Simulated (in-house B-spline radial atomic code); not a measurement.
Results of a calculation; reference values are marked as such.
# Building a PAW p channel for Ga, r_c = 2.36 bohr

Ga, [Ar] 3d10 4s2 4p1, non-relativistic LDA (VWN5), spherical and spin-unpolarised, from a B-spline radial code for spherical atoms (atomic units; all potentials screened as in the neutral atom).

Two all-electron partial waves φ1, φ2 are integrated outwards at E1 = ε(4p) = -0.101634 and E2 = E1 + 2 hartree; φ1 is the bound orbital and φ2 has unit norm inside r_c = 2.3571 bohr. Smooth partners are polynomials, r^2(a0 + a1 r² + a2 r⁴ + a3 r⁶), matched to φ and three derivatives at r_c, with no condition on the norm. The local potential is -3.51453 + (1.4935) r² + (-0.273896) r⁴ + (0.018624) r⁶ inside 1.9337 bohr and the all-electron one outside.

```csv
wave,φ(r_c),φ'(r_c),a0,a1,a2,a3
1,0.5610001,0.04033941,0.2747756,-0.05023751,0.004186827,-0.0001395131
2,0.7153587,2.020362,-1.615724,0.6888684,-0.08814855,0.003721074
```

Inside r_c the overlaps are <φi φj> = [[0.27048, -0.27614], [-0.27614, 1.00000]] and, for the smooth waves, [[0.28486, -0.32692], [-0.32692, 1.20971]]. With χj = (Ej − T − V_local) applied to smooth wave j, the program's quadrature gives the matrix B_ij = <smooth i, χj> as [[0.08388, -0.38097], [-0.27941, 1.54791]].

(1) Check the match of the first wave, and find the augmentation charges q_ij.

(2) B isn't symmetric. Show that D_ij = B_ij + Ej q_ij is.

Solving (T + V_local + Σ p D p) ψ = E (1 + Σ p q p) ψ in a sphere of 9 bohr, whose wall lifts the free-atom level a little, gives these levels:

| all-electron | one projector | two projectors |
| --- | --- | --- |
| -0.099788 | -0.099788 | -0.099788 |
| 0.130625 | 0.130350 | 0.130604 |
| 0.472041 | 0.469209 | 0.471910 |
| 0.963764 | 0.949155 | 0.963501 |
| 1.598690 | 1.546490 | 1.598600 |

(3) What does the second projector gain?

## Answers

(1) At r_c the four terms are 1.52663, -1.55074, 0.71805, -0.13293, which sum to 0.5610, φ1(r_c) to rounding. q_ij is the all-electron overlap less the smooth one: [[-0.01437, 0.05078], [0.05078, -0.20971]]. The smooth first wave has a norm of 0.2849 inside r_c against 0.2705, so q11 is negative and must stay small enough for the overlap operator to be positive.

(2) Integrating by parts gives B12 − B21 = (E1 − E2) q12: -0.38097 − (-0.27941) = -0.10157, and −2 × (0.05078) = -0.10156. So D12 = -0.38097 + (1.898366)(0.05078) = -0.28457 and D21 = -0.27941 + (-0.101634)(0.05078) = -0.28457; D11 = 0.08535, D22 = 1.14980. The projectors, p = (B⁻¹)ᵀ χ, are dual to the smooth waves; det B = 0.023.

(3) With one projector the errors are 0.00, -0.27, -2.83, -14.61, -52.20 millihartree. With two the errors are 0.00, -0.02, -0.13, -0.26, -0.09 millihartree. The scattering is exact at E1 and at E2 = 1.898, and over all levels compared the largest error is 0.26 millihartree. The lowest eigenvalue of the overlap operator is 0.85 with one and 0.7523 with two projectors. The smooth orbital alone needs a cutoff of 2.51 hartree for 1 millihartree of kinetic energy, against 4.74 for a norm-conserving Troullier-Martins orbital of the same radius; part of the gain comes from giving up the norm, part from the simpler form.
